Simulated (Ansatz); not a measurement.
Reaction (formal exchange of groups at a C–Si bond): `O[SiH2]C#C[SiH2]F` + `[OH][GeH3]` → `O[SiH2]C#[C][GeH2][OH]` + `F[SiH3]`

Program: Ansatz. Geometries: PBE0-D4/def2-TZVP. ΔE: electronic, gas phase. CCSD(T)/CBS adds triple-zeta CCSD(T) − MP2 to the extrapolated MP2 energy (def2 sets, frozen cores). This one scheme is used for every species. DFT in def2-TZVPP. B3LYP here is the variant with VWN-RPA as its local correlation; programs differ in this. For Ge outer-core shells are correlated without core-valence functions, which leaves a few kJ/mol of doubt a bond. Scalar relativity is left out up to krypton. Each species was taken in one conformer, which may not be the lowest.

```json
{"level": "B3LYP-D4", "ΔE (kJ/mol)": "20.3"}
{"level": "B2PLYP", "ΔE (kJ/mol)": "17.3"}
{"level": "PBE0", "ΔE (kJ/mol)": "19.9"}
{"level": "SCS-MP2/def2-TZVPP", "ΔE (kJ/mol)": "10.7"}
```

(1) What does CCSD(T)/CBS give? (An estimate is asked.)

Largest T1 diagnostic among the species: 0.012.

Results:

(1) Computed: +15.8 kJ/mol. The listed levels differ from it by 4.5, 1.5, 4.1, -5.1 kJ/mol.

In def2-TZVPP, CCSD(T) changes the Hartree–Fock value by −3.2 kJ/mol (the triples alone add −0.5 kJ/mol) and MP2 by −4.1 kJ/mol.

CCSD(T)/CBS has its own doubt, a few kJ/mol and more with outer-core shells, so smaller differences from it don't rank the levels.
